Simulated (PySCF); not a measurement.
**`C=CC[P@@](C)(P)=[Se]`, C4H10P2Se**

Molfile (atoms numbered from 1):
```
C4H10P2Se
     RDKit          3D

 17 16  0  0  0  0  0  0  0  0999 V2000
    2.4881    0.2481    0.7514 C   0  0  0  0  0  0  0  0  0  0  0  0
    1.8711   -0.3163   -0.2723 C   0  0  0  0  0  0  0  0  0  0  0  0
    0.5794   -1.0468   -0.1470 C   0  0  0  0  0  0  0  0  0  0  0  0
   -0.7812    0.1502   -0.5534 P   0  0  1  0  0  5  0  0  0  0  0  0
   -2.3030   -0.7841   -0.1165 C   0  0  0  0  0  0  0  0  0  0  0  0
   -0.5979    1.6395    1.0503 P   0  0  0  0  0  0  0  0  0  0  0  0
   -0.7642    0.8221   -2.5502 Se  0  0  0  0  0  2  0  0  0  0  0  0
    3.4026    0.8022    0.6295 H   0  0  0  0  0  0  0  0  0  0  0  0
    2.1109    0.1580    1.7592 H   0  0  0  0  0  0  0  0  0  0  0  0
    2.2577   -0.2163   -1.2775 H   0  0  0  0  0  0  0  0  0  0  0  0
    0.5098   -1.8721   -0.8596 H   0  0  0  0  0  0  0  0  0  0  0  0
    0.4145   -1.4065    0.8714 H   0  0  0  0  0  0  0  0  0  0  0  0
   -3.1672   -0.1668   -0.3580 H   0  0  0  0  0  0  0  0  0  0  0  0
   -2.3382   -1.6885   -0.7227 H   0  0  0  0  0  0  0  0  0  0  0  0
   -2.3092   -1.0357    0.9426 H   0  0  0  0  0  0  0  0  0  0  0  0
    0.3073    2.3874    0.3076 H   0  0  0  0  0  0  0  0  0  0  0  0
   -1.6876    2.3375    0.5353 H   0  0  0  0  0  0  0  0  0  0  0  0
  1  2  2  0
  2  3  1  0
  3  4  1  0
  4  5  1  0
  4  6  1  1
  4  7  2  0
  1  8  1  0
  1  9  1  0
  2 10  1  0
  3 11  1  0
  3 12  1  0
  5 13  1  0
  5 14  1  0
  5 15  1  0
  6 16  1  0
  6 17  1  0
M  END
```

Theory: GIAO BLYP/def2-SVP magnetisability, non-relativistic, IEF-PCM acetonitrile (PySCF 2.14.0). Geometry: GFN2-xTB.

The calculation is non-relativistic, which matters for the atoms heavier than Zn.

Task: What are the magnetisability and the molar susceptibility?

Result: Isotropic -1768 × 10⁻³⁰ J/T², or -106.5 × 10⁻⁶ cm³/mol; principal values -1834, -1769, -1703 × 10⁻³⁰ J/T², anisotropy 113 × 10⁻³⁰ J/T² (root of half the summed squared differences of the principal values). The susceptibility is in cgs units.

Task: Split it along the inertial axes a, b, c into diamagnetic and paramagnetic parts about the centre of mass, with the quadrupole moment.

Result: 
```csv
axis,χ (10⁻⁶ cm³/mol),diamagnetic (10⁻⁶ cm³/mol),paramagnetic (10⁻⁶ cm³/mol),summed x² of all electrons (Å²),quadrupole Θ (D Å)
a,-106.5,-981.8,875.3,250.2,-9.54
b,-103.9,-1444.1,1340.2,141.2,+3.56
c,-109.0,-1660.5,1551.5,90.2,+5.98
```
Anisotropies 2χaa − χbb − χcc = -0.1 and 2χbb − χaa − χcc = +7.8 × 10⁻⁶ cm³/mol. Θ is traceless in Buckingham's convention.
